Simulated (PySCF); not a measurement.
Isomers of C7H11FSSi, mass 174.033 u with the commonest isotopes. Method used: PBE0/pcSseg-1 in PySCF (dipole) on a GFN2-xTB geometry, gas phase. One conformer each, none proved a minimum here; rigid rotors.

Problem. Order these by radius of gyration √(Σ m r²/M), largest first.
A. `[CH3:1][C:2]#[C:3][C@:4]([CH3:5])([SiH3:6])[C:7](=[S:8])[CH2:9][F:10]` with C3–C4–C7–S8 -151°, C4–C7–C9–F10 37°
B. `[CH3:1][C:2]#[C:3][C@@:4]1([F:5])[CH2:6][S:7][SiH2:8][C@@H:9]1[CH3:10]` with C3–C4–C6–S7 169°, C4–C6–S7–Si8 -15°, C6–S7–Si8–C9 -11°, S7–Si8–C9–C10 157°
C. `[CH3:1][CH2:2][CH2:3][c:4]1[cH:5][c:6]([SiH3:7])[s:8][c:9]1[F:10]` with C1–C2–C3–C4 -64°, C2–C3–C4–C5 101°

Solution. C (2.507 Å), B (2.436 Å), A (2.369 Å).

Problem. Order these by rotational constant A, smallest first.
A. `[CH3:1][C:2]#[C:3][C@:4]([CH3:5])([SiH3:6])[C:7](=[S:8])[CH2:9][F:10]` with C3–C4–C7–S8 -151°, C4–C7–C9–F10 37°
B. `[CH3:1][CH2:2][CH2:3][c:4]1[cH:5][c:6]([SiH3:7])[s:8][c:9]1[F:10]` with C1–C2–C3–C4 -64°, C2–C3–C4–C5 101°
C. `[CH3:1][C:2]#[C:3][C@@:4]1([F:5])[CH2:6][S:7][SiH2:8][C@@H:9]1[CH3:10]` with C3–C4–C6–S7 169°, C4–C6–S7–Si8 -15°, C6–S7–Si8–C9 -11°, S7–Si8–C9–C10 157°

Solution. A (1206 MHz), B (1470 MHz), C (1750 MHz).

Problem. Order these by out-of-plane moment Σ m c² = (Ia + Ib − Ic)/2, smallest first.
A. `[CH3:1][C:2]#[C:3][C@@:4]1([F:5])[CH2:6][S:7][SiH2:8][C@@H:9]1[CH3:10]` with C3–C4–C6–S7 169°, C4–C6–S7–Si8 -15°, C6–S7–Si8–C9 -11°, S7–Si8–C9–C10 157°
B. `[CH3:1][CH2:2][CH2:3][c:4]1[cH:5][c:6]([SiH3:7])[s:8][c:9]1[F:10]` with C1–C2–C3–C4 -64°, C2–C3–C4–C5 101°
C. `[CH3:1][C:2]#[C:3][C@:4]([CH3:5])([SiH3:6])[C:7](=[S:8])[CH2:9][F:10]` with C3–C4–C7–S8 -151°, C4–C7–C9–F10 37°

Solution. B (53.24 u·Å²), A (68.00 u·Å²), C (173.77 u·Å²).

```tsv
SMILES	point group	Ia (u·Å²)	Ib (u·Å²)	Ic (u·Å²)	κ	μa (D)	μb (D)	μc (D)
CC#C[C@@]1(F)CS[SiH2][C@@H]1C	C1	288.79	812.08	964.88	-0.84	2.94	1.16	1.84
CC#C[C@](C)([SiH3])C(=S)CF	C1	419.06	731.68	803.20	-0.79	2.21	0.31	0.22
CCCc1cc([SiH3])sc1F	C1	343.71	803.60	1040.83	-0.71	0.20	1.46	0.32
```
